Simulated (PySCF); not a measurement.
**Two-component Hartree-Fock for K(2+) (potassium, charge +2)**

Start: [Ne] 3s2 3p5; 3p1/2 filled at m_j = -1/2, +1/2; 3p3/2 filled at m_j = -1/2, +1/2, +3/2. Calculated with PySCF 2.14 in an even-tempered Gaussian basis (22 s from 0.054 bohr⁻², ratio 2.4; 15 p from 0.071 bohr⁻², ratio 2.4; 5 d from 1.3 bohr⁻², ratio 2.6; 5 f from 2 bohr⁻², ratio 2.6): generalised Hartree-Fock with the X2C-1e Hamiltonian and a Gaussian nucleus; one run each with spin-orbit coupling (SO) switched off, then screened by Boettger's factors.

```tsv
spinor shell	electrons	ε, spin-free (eV)	ε, screened SO (eV)	weight of nominal j (screened SO)	rms radius, screened SO (bohr)
1s1/2	2	-3673.8	-3673.7	1.000	0.0937
2s1/2	2	-420.48	-420.45	1.000	0.417
2p1/2	2	-336.73	-338.99	0.994	0.386
3s1/2	2	-67.817	-67.807	1.000	1.33
3p1/2	2	-46.586	-46.645	0.626	1.47
3p3/2	3	-46.586	-46.567	0.751	1.47
```

(1) Where does 2p3/2 lie, and what is the 2p spin-orbit splitting (screened SO)?

| quantity | spin-free | screened SO |
| --- | --- | --- |
| E (hartree) | -600.19059 | -600.19660 |
| M_J | 3/2 | 3/2 |
| ⟨J²⟩ | 3.756 | 3.756 |
| ⟨L²⟩ | 2.004 | 2.004 |
| ⟨S²⟩ | 0.752 | 0.752 |

Each row is a mean over spinors that exchange with the open shell spreads, by up to 4.331 eV (3s1/2).

Rows whose weight is well below 1 are mixtures of j = l ± 1/2: exchange outweighs spin-orbit coupling there, and the label is only the starting occupation.

Without spin-orbit coupling the j labels of p, d and f shells carry no meaning; the spin-free column gives the mean over the occupied spinors of each nl shell.

## Answers

(1) At -335.57 eV, 3.414 eV above 2p1/2.
